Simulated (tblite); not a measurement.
Compound: C5H3ClOS.
SMILES with atom numbers: `[O:1]=[C:2]([Cl:3])[c:4]1[cH:5][cH:6][s:7][cH:8]1` (hydrogens: H9 on C5; H10 on C6; H11 on C8)

Cartesian coordinates in Å at the GFN2-xTB level; atoms count from 1:
```xyz
11
C5H3ClOS angstrom
O     -2.1161   -1.6091    0.1394
C     -1.7411   -0.5084   -0.1095
Cl    -2.9277    0.7199   -0.6152
C     -0.3860   -0.0005   -0.0572
C      0.7049   -0.8369    0.3295
C      1.8861   -0.1814    0.3163
S      1.7056    1.4661   -0.1651
C      0.0258    1.2756   -0.3519
H      0.5741   -1.8690    0.5966
H      2.8612   -0.5543    0.5582
H     -0.5812    2.1006   -0.6671
```

All values are computed: GFN2-xTB (tblite) harmonic vibrations without scaling, gas phase. This tight-binding method is rough: wavenumbers can miss measured ones by several per cent, in bad cases by 10 to 20. One conformer, not necessarily the lowest.

Harmonic wavenumbers (cm⁻¹): 49.4, 151.8, 152.2, 316.0, 407.3, 409.9, 495.6, 515.2, 614.7, 660.0, 742.7, 756.8, 774.9, 827.2, 846.5, 896.6, 963.2, 1069.9, 1123.9, 1170.9, 1353.1, 1455.1, 1531.3, 1796.1, 3149.1, 3170.2, 3171.7.

A = 3331, B = 929.9, C = 727.0 MHz; mass 145.959 u (most abundant isotopes); point group Cs, symmetry number 1.

Task: What is the zero-point energy?

Result: ½Σν̃ = 14286 cm⁻¹ = 170.90 kJ/mol.

Task: Give the ideal-gas entropy at 400 K and 1 bar in the rigid-rotor, harmonic-oscillator model (classical rotation).

Result: Translation 177.11, rotation 126.45, vibration 99.55: S = 403.1 J/(mol K).

Task: And Cp and H(400 K) − H(0)?

Result: Cp = 143.83 J/(mol K), of which vibrations give 110.57 (their classical limit is 27 R = 224.5); H(400 K) − H(0) = 34.92 kJ/mol without the zero-point energy, 21.62 from vibrations.

Task: What must be added to the electronic energy to get the Gibbs energy at 400 K and 1 bar?

Result: ZPE + [H(400 K) − H(0)] − T·S = 170.90 + 34.92 − 161.25 = 44.57 kJ/mol.

Task: Blend soft modes into free rotors: weight 1/[1 + (100 cm⁻¹/ν̃)⁴] for the oscillator and the rest for a rotor with moment μB/(μ + B), μ = h/(8π²ν), B = 10⁻⁴⁴ kg m². What vibrational entropy results?

Result: 92.73 J/(mol K) in place of 99.55, which changes −T·S at 400 K by +2.73 kJ/mol.

Task: How do the functions run with temperature in this model?

Result: 
| T (K) | S (J/(mol K)) | Cp (J/(mol K)) | H − H(0) (kJ/mol) | G − H(0) (kJ/mol) | ln q(vib) |
| --- | --- | --- | --- | --- | --- |
| 150 | 301.9 | 70.8 | 7.62 | -37.67 | 1.62 |
| 250 | 345.4 | 102.6 | 16.27 | -70.09 | 3.09 |
| 298.15 | 364.8 | 117.3 | 21.57 | -87.19 | 3.84 |
| 600 | 468.7 | 179.0 | 67.52 | -213.71 | 8.71 |
| 900 | 547.3 | 207.6 | 125.98 | -366.63 | 13.24 |

q(vib) and H(0) count from the zero-point level.

Hindered rotation and anharmonicity are outside this model. Other conformers, if any are populated, would add a mixing term that is left out.
